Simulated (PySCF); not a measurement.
**Why did this PySCF run fail?**

```python
from pyscf import gto, dft

mol = gto.M(
    atom='P 0 0 0; Se 0 0 1.962',
    basis='6-31g*',
    charge=0,
    spin=3,
    symmetry=True,
    verbose=4,
)
mf = dft.UKS(mol, xc='b3lyp')
mf.max_cycle = 5
mf.kernel()
mf.analyze()
print('orbital energies (hartree):', [e[max(0, n-3):n+3].round(4) for e, n in zip(mf.mo_energy, mol.nelec)])
```

```bash
$ python input.py
```

The log, shortened:

```
[earlier lines left out]
beta  MO #17 (E1y #4), energy= -2.14970055680614 occ= 1
beta  MO #18 (E2x #1), energy= -2.14547211646296 occ= 1
beta  MO #19 (E2y #1), energy= -2.14547211646296 occ= 1
beta  MO #20 (A1 #10), energy= -0.755355823168156 occ= 1
beta  MO #21 (A1 #11), energy= -0.490458498764484 occ= 1
beta  MO #22 (E1x #5), energy= -0.30056721262108 occ= 1
beta  MO #23 (E1y #5), energy= -0.30056721262108 occ= 1
beta  MO #24 (A1 #12), energy= -0.289863513196696 occ= 0
beta  MO #25 (E1x #6), energy= -0.0911426075050832 occ= 0
beta  MO #26 (E1y #6), energy= -0.0911426075050832 occ= 0
[24 lines left out]
 ** Mulliken pop alpha/beta on meta-lowdin orthogonal AOs **
 ** Mulliken pop       alpha | beta **
pop of  0 P 1s        1.00000 | 0.99993
pop of  0 P 2s        0.99921 | 0.99214
pop of  0 P 3s        0.92134 | 0.69765
pop of  0 P 4s        0.00836 | 0.00371
pop of  0 P 2px       0.99997 | 0.99990
pop of  0 P 2py       0.99997 | 0.99990
pop of  0 P 2pz       0.99991 | 0.99985
pop of  0 P 3px       0.99198 | 0.27224
pop of  0 P 3py       0.99198 | 0.27224
pop of  0 P 3pz       0.50294 | 0.11617
pop of  0 P 4px       0.00374 | 0.00058
pop of  0 P 4py       0.00374 | 0.00058
[38 lines left out]
In total            26.00000 | 23.00000
 ** Mulliken atomic charges   ( Nelec_alpha | Nelec_beta ) **
charge of  0P =      0.18200  (     8.44625      6.37175 )
charge of  1Se =     -0.18200  (    17.55375     16.62825 )
Dipole moment(X, Y, Z, Debye):  0.00000,  0.00000, -2.30643
orbital energies (hartree): [array([-0.3443, -0.2004, -0.2004,  0.0136,  0.145 ,  0.2082]), array([-0.4905, -0.3006, -0.3006, -0.2899, -0.0911, -0.0911])]
```

Task: Which setting is at fault, why, and what does a mended input give?

Result: The cycle limit (5): the limit is below the number of cycles that the SCF needs. With this edit
```diff
- mf.max_cycle = 5
```
the run finishes: E(SCF) = -2742.494176 Eh, 12 cycles, ⟨S²⟩ = 3.756, μz(SCF) = -0.52 D.

The bond length is a typed value, not an optimised one. No search for the lowest solution was made.
